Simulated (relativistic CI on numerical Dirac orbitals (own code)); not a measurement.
Transition arrays of As¹¹⁺

These numbers are calculated, not measured: Dirac-Coulomb-Breit CI, orbitals from a KLI potential per configuration, model QED (radiative potential, 1s self-energy scaled to tabulated hydrogen-like ionisation energies), valence Slater integrals scaled by 0.9, whole transition arrays (own radial code, finite nucleus).

Configurations in the expansion (outside the closed core [Ne] 3s2): 3p⁶3d⁴, 3p⁶3d³4f, 3p⁵3d⁵, 3p⁶3d³4p, 3p⁶3d³5f. Levels of other configurations are missing.

All E1 lines from the levels of 3p⁶3d⁴; mean and standard deviation are weighted by gf, and upper levels are sorted by their leading configuration.

| Upper configuration | Lines | Σgf | Mean (eV) | Mean (nm) | σ (eV) | Strongest line (nm) |
| --- | --- | --- | --- | --- | --- | --- |
| 3p⁶3d³4f | 2825 | 462.8 | 205.50 | 6.033 | 3.41 | 5.992 |
| 3p⁵3d⁵ | 3245 | 352.4 | 111.84 | 11.086 | 8.22 | 10.177 |
| 3p⁶3d³4p | 1718 | 36.3 | 145.85 | 8.501 | 3.41 | 8.419 |
| 3p⁶3d³5f | 2825 | 225.7 | 250.33 | 4.953 | 3.75 | 4.927 |

Σgf per state of the lower configuration in bins of 0.2 nm over the central range (centre: value): 4.9: 0.76, 5.1: 0.29, 5.7: 0.01, 5.9: 0.97, 6.1: 1.05, 6.3: 0.16, 8.3: 0.05, 8.5: 0.07, 8.7: 0.03, 9.9: 0.01, 10.1: 0.24, 10.3: 0.10, 10.5: 0.13, 10.7: 0.25, 10.9: 0.10, 11.1: 0.17, 11.3: 0.15, 11.5: 0.10, 11.7: 0.07, 11.9: 0.05, 12.1: 0.10, 12.3: 0.04, 12.5: 0.05.

Question: How do configuration mixing and the scaling of the Slater integrals move the arrays?

Answer: Slater scale 0.9, no configuration mixing: 3p⁶3d³4f 205.4 ± 3.4 eV (Σgf 434.9), 3p⁵3d⁵ 112.1 ± 8.3 eV (Σgf 385.8), 3p⁶3d³4p 146.1 ± 3.2 eV (Σgf 47.8), 3p⁶3d³5f 250.2 ± 3.7 eV (Σgf 166.3); Slater scale 1: 3p⁶3d³4f 205.8 ± 3.8 eV (Σgf 469.5), 3p⁵3d⁵ 113.4 ± 9.0 eV (Σgf 353.0), 3p⁶3d³4p 145.8 ± 3.9 eV (Σgf 34.7), 3p⁶3d³5f 250.5 ± 4.2 eV (Σgf 229.9); Slater scale 0.8: 3p⁶3d³4f 205.2 ± 3.0 eV (Σgf 456.1), 3p⁵3d⁵ 110.3 ± 7.4 eV (Σgf 351.6), 3p⁶3d³4p 145.9 ± 3.0 eV (Σgf 37.7), 3p⁶3d³5f 250.2 ± 3.3 eV (Σgf 221.7). With mixing, levels are counted to their leading configuration, so an array can shrink or vanish into another, and the sums then hold other lines.
